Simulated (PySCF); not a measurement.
These are TPSSh-D3(BJ)/def2-TZVP // TPSS-D3(BJ)/def2-SVP run with PySCF values and carry that method's errors. All species are isolated molecules in the gas phase. 

Reference species: [Nb(=O)(Cl)3] (neutral, multiplicity 1).

coordination number: 4
dipole moment: 1.14 D
HOMO: -9.07 eV

Changed species: [Cr(=O)2(Cl)2] (M = Cr, dioxo; the reference has M = Nb, oxo).

### Question
Give the shifts of the coordination number, dipole moment and HOMO.

### Answer
the coordination number is nearly the same; the dipole moment decreases by 0.43 D, to 0.71 D; the HOMO stays essentially unchanged.
